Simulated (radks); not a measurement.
Charge is removed step by step from the 1s down level of Be+, starting from 1s(up 1, down 1) 2s1. Calculated with a radial shooting solver on a logarithmic mesh with Libxc functionals: scalar-relativistic Kohn-Sham, LDA (Slater exchange, Perdew-Wang correlation), spin-polarised, spherical densities, point nucleus; open shells are filled with parallel spins first.

| removed (e) | E - E(0) (eV) | eigenvalue (eV) |
|---|---|---|
| 0 | 0.000 | -115.98 |
| 0.125 | 14.815 | -121.06 |
| 0.25 | 30.263 | -126.11 |
| 0.375 | 46.338 | -131.08 |
| 0.5 | 63.026 | -135.90 |
| 0.625 | 80.302 | -140.47 |
| 0.75 | 98.126 | -144.61 |
| 0.875 | 116.42 | -147.86 |

The mean slope of the eigenvalue, de/dn, is 36.4 eV per electron.
